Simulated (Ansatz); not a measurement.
Geometry optimisation, RKS BHLYP-D4/6-31G* (Ansatz 0.2.0).

Input file:

```yaml
crystal:
  periodic: [false, false, false]
  atoms:
    - { symbol: B, position_ang: [-0.077589, 0.501263, -0.422164] }
    - { symbol: F, position_ang: [-0.19677, 0.259225, 2.094759] }
    - { symbol: O, position_ang: [1.109193, -0.176255, -0.41689] }
    - { symbol: H, position_ang: [1.046863, -1.085501, -0.707905] }
    - { symbol: "N", position_ang: [-1.270692, 0.02728, -0.972333] }
    - { symbol: H, position_ang: [-1.413922, -0.909827, -1.295887] }
    - { symbol: H, position_ang: [-2.118058, 0.553866, -0.90308] }
    - { symbol: H, position_ang: [-0.028261, 1.604534, 0.021997] }
    - { symbol: H, position_ang: [0.413035, 0.779815, 1.635803] }
basis:
  gaussian: { orbitals: "6-31G*" }
hamiltonian:
  xc: { name: BHLYP }
  dispersion: d4
relax:
  f_tol: 0.03
  max_steps: 50
```

Launched with:

```bash
$ ansatz run input.yaml --threads 1 --pin off --max-ram 2048MiB --backend cpu --events-out ev --progress --plain --runs-dir out
```

Question: Where does it end, and by what steps?

Answer: The forces met the threshold. The force dipped under the threshold on the way, but the program's further checks kept it going. After 36 steps the energy has fallen by 0.300 eV; F2 moved furthest, 1.48 Å.

| step | energy less start (eV) | largest force component (eV/Å) | accepted |
| --- | --- | --- | --- |
| 0 | 0.0000 | 0.414 | yes |
| 2 | -0.0895 | 1.640 | yes |
| 4 | -0.2137 | 1.160 | yes |
| 6 | -0.2320 | 0.584 | no |
| 8 | -0.2882 | 0.306 | yes |
| 10 | -0.2936 | 0.049 | yes |
| 12 | -0.2947 | 0.056 | yes |
| 14 | -0.2953 | 0.105 | yes |
| 16 | -0.2958 | 0.157 | yes |
| 18 | -0.2962 | 0.108 | yes |
| 20 | -0.2970 | 0.223 | yes |
| 22 | -0.2981 | 0.016 | yes |
| 24 | -0.2990 | 0.131 | yes |
| 26 | -0.2997 | 0.053 | yes |
| 28 | -0.2999 | 0.037 | yes |
| 30 | -0.3001 | 0.050 | yes |
| 32 | -0.3002 | 0.042 | yes |
| 34 | -0.3003 | 0.052 | yes |
| 36 | -0.3004 | 0.018 | yes |

```xyz
9
Properties=species:S:1:pos:R:3
B -0.518 0.502 -0.351
F 1.132 0.715 2.571
O 0.461 -0.275 0.225
H 0.569 -1.151 -0.143
N -1.290 0.070 -1.430
H -1.215 -0.824 -1.876
H -1.995 0.655 -1.830
H -0.678 1.579 0.115
H 0.997 0.284 1.753
```

Whether the end is a true minimum wasn't checked by a vibrational analysis.

Run time: 100 s on 1 thread of Arm Neoverse V1, with other jobs on the host, peak memory 0.16 GiB.
